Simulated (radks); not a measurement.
Results of a calculation; reference values are marked as such.
Problem. The mean radii <r> (bohr) of the occupied orbitals of an atom or ion are listed with their occupations. Level of theory: scalar-relativistic Kohn-Sham, PBE, spin-polarised, spherical densities, point nucleus (a radial shooting solver on a logarithmic mesh with Libxc functionals).

| orbital | occ. | <r> |
|---|---|---|
| 1s down | 1 | 0.01631 |
| 1s up | 1 | 0.01631 |
| 2s up | 1 | 0.06874 |
| 2s down | 1 | 0.06874 |
| 2p up | 3 | 0.06236 |
| 2p down | 3 | 0.06235 |
| 3s up | 1 | 0.1771 |
| 3s down | 1 | 0.1770 |
| 3p up | 3 | 0.1787 |
| 3p down | 3 | 0.1785 |
| 3d up | 5 | 0.1619 |
| 3d down | 5 | 0.1616 |
| 4s up | 1 | 0.3762 |
| 4s down | 1 | 0.3767 |
| 4p up | 3 | 0.3950 |
| 4p down | 3 | 0.3956 |
| 4d up | 5 | 0.4025 |
| 4d down | 5 | 0.4035 |
| 4f up | 5 | 0.3868 |

Name the element and its charge. Open shells, if any, are filled with parallel spins first.

Solution. Z = 81, thallium, charge +30: Tl30+ in [Kr] 4d10 4f5. The 1s radius gives Z: for a bare nucleus <r> = (2 gamma + 1)/(2Z) with gamma = sqrt(1 - (Z/c)^2), 0.01613 bohr for Z = 81, and screening makes it slightly larger (0.01631 here). The occupations add up to 51, and the charge is Z minus that.
